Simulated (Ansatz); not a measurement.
Ansatz (a first-principles code) input (HF/6-31G* with LANL2DZ past Ar): The .json file joins the Basis Set Exchange's 6-31G* for atoms up to Ar and LANL2DZ past it.

Ansatz 0.2 input:
```yaml
crystal:
  periodic: [false, false, false]
  atoms:
    - {symbol: O, position_ang: [-1.36687604, 0.55831406, -0.03290379]}
    - {symbol: Se, position_ang: [0.00828182, -0.28161326, 0.00618097]}
    - {symbol: O, position_ang: [1.33167830, 0.63854228, 0.00663467]}
basis:
  gaussian:
    orbitals: 6-31Gs+LANL2DZ.json
hamiltonian:
  xc: {name: HF}
relax: {f_tol: 0.003, max_steps: 120}
```

Output:

```
Functional definition: HF
integrals: 0.00 GiB planned
406 factors; integrals over basis functions are off by at most 3.1e-4 eV
mean field: 0.06 GiB planned
mean field evaluation 1: about -4309.8975 eV, gradient 4.8e1 eV
mean field evaluation 2: about -4309.8983 eV, gradient 4.8e1 eV
mean field evaluation 4: about -4314.5539 eV, gradient 2.1e0 eV
mean field evaluation 8: about -4314.5869 eV, gradient 5.5e-4 eV
mean field -4314.58689444 eV, -158.5581438386 hartree, gradient 1.3e-5 eV, S^2 0.000000; 0 other end points of the search recorded, 0 dependent functions left out
the calculation of the forces begins
reference -4314.58689444 eV, -158.5581438386 hartree; 11, 11 occupied and 27, 27 virtual orbitals, 406 factors
relax step   1: F+E_penalty+E_count = -4314.58689444 eV  Δ(F+E_penalty+E_count) = +0.000e0 eV  max|allowed force component| = 1.764e0 eV/Å  Δτ_max = 0.0000 Å  (33 SCF iters, accepted)
these checks for a lower state are left out or cut short: starts, cluster_reference, orbital_swaps, neighbouring_geometries, increment
integrals: 0.00 GiB planned
406 factors; integrals over basis functions are off by at most 3.1e-4 eV
mean field: 0.06 GiB planned
mean field evaluation 16: about -4314.6463 eV, gradient 2.8e-5 eV
mean field -4314.64627269 eV, -158.5603259492 hartree, gradient 6.6e-5 eV, S^2 0.000000; 0 other end points of the search recorded, 0 dependent functions left out
the calculation of the forces begins
reference -4314.64627269 eV, -158.5603259492 hartree; 11, 11 occupied and 27, 27 virtual orbitals, 406 factors
relax step   2: F+E_penalty+E_count = -4314.64627269 eV  Δ(F+E_penalty+E_count) = -5.938e-2 eV  max|allowed force component| = 8.206e-1 eV/Å  Δτ_max = 0.0244 Å  (28 SCF iters, accepted)
these checks for a lower state are left out or cut short: starts, cluster_reference, orbital_swaps, neighbouring_geometries, increment
integrals: 0.00 GiB planned
406 factors; integrals over basis functions are off by at most 3.1e-4 eV
mean field: 0.06 GiB planned
mean field -4314.65824888 eV, -158.5607660658 hartree, gradient 7.3e-5 eV, S^2 0.000000; 0 other end points of the search recorded, 0 dependent functions left out
the calculation of the forces begins
reference -4314.65824888 eV, -158.5607660658 hartree; 11, 11 occupied and 27, 27 virtual orbitals, 406 factors
relax step   3: F+E_penalty+E_count = -4314.65824888 eV  Δ(F+E_penalty+E_count) = -1.198e-2 eV  max|allowed force component| = 5.542e-2 eV/Å  Δτ_max = 0.0152 Å  (27 SCF iters, accepted)
these checks for a lower state are left out or cut short: starts, cluster_reference, orbital_swaps, neighbouring_geometries, increment
integrals: 0.00 GiB planned
406 factors; integrals over basis functions are off by at most 3.1e-4 eV
mean field: 0.06 GiB planned
mean field -4314.65832779 eV, -158.5607689659 hartree, gradient 8.7e-5 eV, S^2 0.000000; 0 other end points of the search recorded, 0 dependent functions left out
the calculation of the forces begins
reference -4314.65832779 eV, -158.5607689659 hartree; 11, 11 occupied and 27, 27 virtual orbitals, 406 factors
relax step   4: F+E_penalty+E_count = -4314.65832779 eV  Δ(F+E_penalty+E_count) = -7.891e-5 eV  max|allowed force component| = 1.273e-2 eV/Å  Δτ_max = 0.0015 Å  (28 SCF iters, accepted)
these checks for a lower state are left out or cut short: starts, cluster_reference, orbital_swaps, neighbouring_geometries, increment
integrals: 0.00 GiB planned
406 factors; integrals over basis functions are off by at most 3.1e-4 eV
mean field: 0.06 GiB planned
mean field evaluation 32: about -4314.6583 eV, gradient 6.2e-2 eV
mean field -4314.65833255 eV, -158.5607691409 hartree, gradient 3.4e-5 eV, S^2 0.000000; 0 other end points of the search recorded, 0 dependent functions left out
the calculation of the forces begins
reference -4314.65833255 eV, -158.5607691409 hartree; 11, 11 occupied and 27, 27 virtual orbitals, 406 factors
relax step   5: F+E_penalty+E_count = -4314.65833255 eV  Δ(F+E_penalty+E_count) = -4.763e-6 eV  max|allowed force component| = 1.339e-3 eV/Å  Δτ_max = 0.0004 Å  (21 SCF iters, accepted)
integrals: 0.00 GiB planned
406 factors; integrals over basis functions are off by at most 3.1e-4 eV
mean field: 0.06 GiB planned
mean field -4314.65833255 eV, -158.5607691409 hartree, gradient 3.4e-5 eV, S^2 0.000000; 1 other end points of the search recorded, 0 dependent functions left out
the calculation of the forces begins
reference -4314.65833255 eV, -158.5607691409 hartree; 11, 11 occupied and 27, 27 virtual orbitals, 406 factors
Total energy: -4314.65833255 eV, -158.5607691409 hartree
Atom 0 at    -1.329039     0.556238    -0.032281 Å, force    -0.001307    -0.000583    -0.000007 eV/Å
Atom 1 at     0.008094    -0.275217     0.006041 Å, force    -0.000032     0.001087    -0.000024 eV/Å
Atom 2 at     1.294029     0.634222     0.006152 Å, force     0.001339    -0.000504     0.000031 eV/Å
Dipole moment:     0.023742    -0.807310     0.017719 e Å
```

The geometry given is a B3LYP-D3(BJ)/def2-TZVP minimum.
